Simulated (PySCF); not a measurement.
## Correlation energy of As²⁺ (arsenic, charge +2)

[Ar] 3d10 4s2 5s1, 2S determinant (an excited configuration). All numbers are calculated (PySCF 2.14, scalar relativity through the core potential, in aug-cc-pVQZ-PP with ECP10MDF (7s6p5d3f2g, 89 functions)). Frozen: 3s2 3p6 3d10; 3 electrons correlated.

| level | correlation energy (mhartree) |
| --- | --- |
| CCSD | -56.62 |
| (T) | -1.31 |
| CCSD(T) | -57.93 |

Diagnostics: T1 = 0.011, D1 = 0.0248, largest double amplitude 0.157.

The outer electron is Rydberg-like, and this basis confines it to a smaller radius and binds it less than a complete one would. A double-excitation amplitude exceeds 0.15, a sign of near-degeneracy.

Cost of the coupled-cluster step: about 27 core-seconds, for 3 correlated electrons.
